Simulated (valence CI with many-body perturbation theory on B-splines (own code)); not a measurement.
Forbidden lines of Sc¹⁶⁺

Computed by relativistic CI+MBPT: three valence electrons over a frozen Dirac-Fock core [He], radial functions for each j: 11 s, 11 p, 9 d, 7 f, 5 g, 2 h, 1 i, with the one-electron correlation potential Σ1 (screened to all orders), the two-electron term Σ2, the three-electron term Σ3, Breit, model QED; selected single and double excitations, second order for the rest (own B-spline code, finite nucleus).

No measured levels were compared; by estimate levels of excited configurations hold to 0.05 to 0.15 % of their energy, terms of the ground configuration to about 0.5 %.

Lines 1 to 5 of 5 in falling wavelength, among levels below 729.20 eV, chosen from the decays that carry over 1 % of a level's rate. Wavelengths and rates use the calculated energies, so an error of 500 cm⁻¹ moves a line at 1.982 nm by 0.0099 % and its rate by three times that or more. Electric multipoles are in the length gauge, E1 and E2 with the static RPA response of the core. S is in atomic units (e²a₀⁴ for E2 and M2, e²a₀⁶ for E3), for M1 in squared Bohr magnetons. Weak lines are less certain than strong ones. Lines between different terms over intervals too small for the method are left out, as are lines whose strength nearly cancels.

| λ vac (nm) | Upper | Lower | Type | A (s⁻¹) | S (a.u.) |
| --- | --- | --- | --- | --- | --- |
| 219.1 | 2s2 2p 2P°_3/2 | 2s2 2p 2P°_1/2 | M1 | 8.57e+02 | 1.34e+00 |
| 1.982 | 2s 2p 3p 4D_5/2 | 2s 2p2 4P_5/2 | E2 | 4.47e+08 | 7.32e-03 |
| 1.972 | 2s 2p 3p 4D_7/2 | 2s 2p2 4P_5/2 | E2 | 5.46e+08 | 1.16e-02 |
| 1.966 | 2s 2p 3p 4D_5/2 | 2s 2p2 4P_1/2 | E2 | 4.31e+08 | 6.79e-03 |
| 1.963 | 2s 2p 3p 4D_7/2 | 2s 2p2 4P_3/2 | E2 | 3.73e+08 | 7.76e-03 |
